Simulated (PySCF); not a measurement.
Telling isomers of C6H7FN2Si apart by NMR

[PySCF 2.14: coordinates at the GFN2-xTB level; shielding tensors at PBE0/pcSseg-1 (GIAO); gas phase; fast rotation and ring inversion assumed for equivalent nuclei; non-relativistic; single conformer]

Shifts are taken against calculated references (same method and geometry level): ¹H (σ = 31.72 ppm) and ¹³C (σ = 186.93 ppm) vs TMS. Splittings of carbon signals by F and P are missing where no couplings were computed. Where no couplings were computed, multiplicities follow the n + 1 count of equivalent neighbours, and m marks all less simple cases (inequivalent or close neighbours, rings, F or P nearby). Shifts are as computed. Against solution values, carbons near 30 ppm lie about +3 ppm off and those near 130 ppm about +5 ppm. Of 1309 compounds with measured shifts, 239 miss one by over three times the rms of a fit or turn the order of signals round; such compounds aren't used in these exercises. OH and NH positions are gas-phase values without hydrogen bonding to other molecules.

(1) Tabulate the signals of `N#C/C=C(\CC#N)C[SiH2]F`, `C=N[SiH2]c1cc(F)ccn1`, `C=Cc1nccnc1[SiH2]F`, `C[SiH2]C#Cc1nc[nH]c1F` and their relative energies.

(2) What is the quickest way to tell N#C/C=C(\CC#N)C[SiH2]F from C=Cc1nccnc1[SiH2]F?

(3) What is the quickest way to tell N#C/C=C(\CC#N)C[SiH2]F from C[SiH2]C#Cc1nc[nH]c1F?

(4) What is the quickest way to tell N#C/C=C(\CC#N)C[SiH2]F from C=N[SiH2]c1cc(F)ccn1?

## Answers

(1) 
| SMILES | carbon types | δC | δH | E rel. (kcal/mol) |
| --- | --- | --- | --- | --- |
| N#C/C=C(\CC#N)C[SiH2]F | 3×C 1×CH 2×CH2 | 166.0, 120.7, 120.7, 103.6, 29.9, 26.1 | 5.32 (s, 1H), 5.23 (m, 2H), 3.67 (s, 2H), 2.35 (m, 2H) | 9.7 |
| C=N[SiH2]c1cc(F)ccn1 | 2×C 3×CH 1×CH2 | 178.8, 173.1, 172.0, 156.5, 125.3, 116.8 | 8.96 (m, 1H), 8.84 (m, 1H), 8.78 (m, 1H), 7.99 (m, 1H), 7.12 (m, 1H), 5.67 (s, 2H) | 28.0 |
| C=Cc1nccnc1[SiH2]F | 2×C 3×CH 1×CH2 | 161.1, 160.5, 150.8, 148.3, 140.0, 133.0 | 8.80 (m, 1H), 8.73 (m, 1H), 7.70 (m, 1H), 7.34 (m, 1H), 6.18 (m, 1H), 5.68 (m, 2H) | 0.0 |
| C[SiH2]C#Cc1nc[nH]c1F | 4×C 1×CH 1×CH3 | 161.2, 126.8, 107.7, 105.0, 99.6, -5.0 | 8.05 (br s, 1H), 6.88 (m, 1H), 4.64 (q, 2H), 0.41 (t, 3H) | 48.0 |

Energies are electronic energies at PBE0/pcSseg-1 on these geometries, without zero-point or thermal terms, each for the one conformer computed, which needn't be the lowest.

(2) Both give the same number of carbon signals, but DEPT or the intensities differ. The first has an allylic sp3 CH2 bonded to Si at 29.9 ppm, the second a terminal =CH2 carbon at 133.0 ppm. Their most deshielded carbons lie at 166.0 and 161.1 ppm. In the proton spectra the most deshielded non-exchanging signals are 5.32 (s, 1H) and 8.80 (m, 1H).

(3) Both give the same number of carbon signals, but DEPT or the intensities differ. The first has an allylic sp3 CH2 bonded to Si at 29.9 ppm, the second a methyl carbon bonded to Si (CH3) at -5.0 ppm. Their most deshielded carbons lie at 166.0 and 161.2 ppm. In the proton spectra the most deshielded non-exchanging signals are 5.32 (s, 1H) and 6.88 (m, 1H).

(4) Both give the same number of carbon signals, but DEPT or the intensities differ. The first has an allylic sp3 CH2 bonded to Si at 29.9 ppm, the second a C=N carbon (CH2) at 172.0 ppm. Their most deshielded carbons lie at 166.0 and 178.8 ppm. In the proton spectra the most deshielded non-exchanging signals are 5.32 (s, 1H) and 8.96 (m, 1H).
